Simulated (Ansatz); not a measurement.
`CC(C)OBS` + `[CH3][Zr]([NH2])([OH])[OH]` → `C[O][Zr]([CH3])([NH2])[OH]` + `CCOBS`  (substitution at a C–C bond)

Program: Ansatz. Geometries: PBE0-D4/def2-TZVP. ΔE: electronic, gas phase. CBS: MP2 limit from def2 TZ/QZ plus the TZ coupled-cluster correction, frozen cores. DFT in def2-TZVPP. Elements past krypton have def2 core potentials. For Zr outer-core shells are correlated without core-valence functions, which leaves a few kJ/mol of doubt a bond. One conformer a species, not always the lowest.

```
             level  ΔE (eV)
            PBE-D4     0.61
           PBE0-D4     0.63
               PBE     0.58
              PBE0     0.61
CCSD(T)/def2-TZVPP     0.64
     HF/def2-QZVPP     0.52
      HF/CBS(def2)     0.52
    CCSD/CBS(def2)     0.68
```

**Question.** What does CCSD(T)/CBS give? (Estimate.)

**Answer.** Computed: +0.69 eV. The listed levels differ from it by -0.08, -0.06, -0.11, -0.08, -0.05, -0.17, -0.17, -0.01 eV.

Largest T1 diagnostic among the species: 0.016.

In def2-TZVPP, CCSD(T) changes the Hartree–Fock value by +0.12 eV (the triples alone add +0.01 eV) and MP2 by +0.17 eV. The D4 term adds +0.04 eV with B3LYP and +0.02 eV with PBE0; it sums over pairs of atoms, weighted by their polarisabilities, and B3LYP, whose exchange is more repulsive, gets the larger term. From PBE to PBE0 (25 % exact exchange), in def2-TZVPP and without D4, ΔE moves by +0.03 eV.

B3LYP here is the variant with VWN-RPA as its local correlation; programs differ in this.
